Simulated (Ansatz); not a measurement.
Cost against result

Saddle point of BPNH7O2, closed shell (BNH₄O₂ ([NH2][B]([OH])[OH]) + PH₃ → BPH₄O₂ ([OH][B]([OH])[PH2]) + NH₃ (still joined by a long B–N bond); bonds formed: B1–P6, N2–H5; bonds broken: H5–P6; bonds weakened to dative contacts: B1–N2), PBE0-D4/def2-TZVP structure:

B1  (-0.221, -0.912, -0.060)
N2  (1.212, -0.343, -0.177)
O3  (-0.748, -1.204, 1.161)
O4  (-0.647, -1.494, -1.204)
H5  (0.757, 0.703, -0.136)
P6  (-0.976, 1.754, -0.109)
H7  (1.649, -0.535, -1.074)
H8  (1.841, -0.559, 0.590)
H9  (-0.615, -0.524, 1.825)
H10  (-1.556, -1.800, -1.144)
H11  (-0.568, 2.270, 1.159)
H12  (-0.128, 2.645, -0.830)
(Å)

Barriers are electronic and count from the start structure reached by relaxing down the imaginary mode.

Ansatz 0.2.0; basis: as named in each row; cores frozen in the correlated methods. B3LYP uses VWN-RPA correlation. Extrapolation: Hartree–Fock as exp(−7.88 √X), correlation as X^−2.97.

Times are rough, for one single point on 8 threads of a shared host (Oxide Virtual Turin-like).

The estimate by CCSD(T) at an estimated basis limit (MP2 extrapolated from triple and quadruple zeta, plus CCSD(T) − MP2 in triple zeta) is 49.00 kcal/mol.

```json
{"method": "HF", "basis": "STO-3G", "time (s)": "under 1", "barrier (kcal/mol)": "100.87", "method less estimate": "51.87"}
{"method": "PBE-D4", "basis": "STO-3G", "time (s)": "under 1", "barrier (kcal/mol)": "66.49", "method less estimate": "17.50"}
{"method": "SPW92", "basis": "def2-SVP", "time (s)": "under 1", "barrier (kcal/mol)": "32.43", "method less estimate": "-16.57"}
{"method": "B3LYP-D4", "basis": "6-31G", "time (s)": "under 1", "barrier (kcal/mol)": "41.93", "method less estimate": "-7.07"}
{"method": "PBE-D4", "basis": "def2-SVP", "time (s)": "1", "barrier (kcal/mol)": "38.27", "method less estimate": "-10.73"}
{"method": "PBE0-D4", "basis": "def2-SVP", "time (s)": "1", "barrier (kcal/mol)": "42.24", "method less estimate": "-6.76"}
{"method": "SPW92", "basis": "def2-TZVPP", "time (s)": "1", "barrier (kcal/mol)": "35.47", "method less estimate": "-13.52"}
{"method": "PBE-D4", "basis": "def2-TZVPP", "time (s)": "2", "barrier (kcal/mol)": "40.55", "method less estimate": "-8.44"}
{"method": "BLYP-D4", "basis": "def2-TZVPP", "time (s)": "2", "barrier (kcal/mol)": "45.45", "method less estimate": "-3.55"}
{"method": "BHLYP-D4", "basis": "def2-TZVPP", "time (s)": "2", "barrier (kcal/mol)": "52.51", "method less estimate": "3.51"}
{"method": "wB97M-V", "basis": "def2-SVP", "time (s)": "2", "barrier (kcal/mol)": "45.38", "method less estimate": "-3.62"}
{"method": "B3LYP-D4", "basis": "def2-TZVPP", "time (s)": "2", "barrier (kcal/mol)": "48.19", "method less estimate": "-0.81"}
{"method": "r2SCAN-D4", "basis": "def2-TZVPP", "time (s)": "2", "barrier (kcal/mol)": "44.10", "method less estimate": "-4.90"}
{"method": "PBE0-D4", "basis": "def2-TZVPP", "time (s)": "2", "barrier (kcal/mol)": "44.01", "method less estimate": "-4.99"}
{"method": "CAM-B3LYP-D4", "basis": "def2-TZVPP", "time (s)": "3", "barrier (kcal/mol)": "50.52", "method less estimate": "1.52"}
{"method": "r2SCAN0-D4", "basis": "def2-TZVPP", "time (s)": "3", "barrier (kcal/mol)": "46.22", "method less estimate": "-2.77"}
{"method": "RPA on PBE", "basis": "def2-TZVPP", "time (s)": "3", "barrier (kcal/mol)": "50.57", "method less estimate": "1.58"}
{"method": "B2PLYP", "basis": "def2-TZVPP", "time (s)": "4", "barrier (kcal/mol)": "49.96", "method less estimate": "0.96"}
{"method": "PBE-QIDH", "basis": "def2-TZVPP", "time (s)": "4", "barrier (kcal/mol)": "47.33", "method less estimate": "-1.67"}
{"method": "CCSD(T)", "basis": "def2-SVP", "time (s)": "4", "barrier (kcal/mol)": "51.34", "method less estimate": "2.34"}
{"method": "B97M-V", "basis": "def2-TZVPP", "time (s)": "4", "barrier (kcal/mol)": "47.19", "method less estimate": "-1.81"}
{"method": "wB97M-V", "basis": "def2-TZVPP", "time (s)": "4", "barrier (kcal/mol)": "47.96", "method less estimate": "-1.04"}
{"method": "wB97X-V", "basis": "def2-TZVPP", "time (s)": "4", "barrier (kcal/mol)": "49.67", "method less estimate": "0.67"}
{"method": "MP2", "basis": "def2-QZVPP", "time (s)": "14", "barrier (kcal/mol)": "48.20", "method less estimate": "-0.80"}
{"method": "CCSD(T)", "basis": "def2-TZVPP", "time (s)": "73", "barrier (kcal/mol)": "49.46", "method less estimate": "0.46"}
```

All methods are single points on the PBE0-D4 structures.

T1 diagnostic: at most 0.014.

Labels in which every atom is bracketed show which atoms are joined, not bond orders.
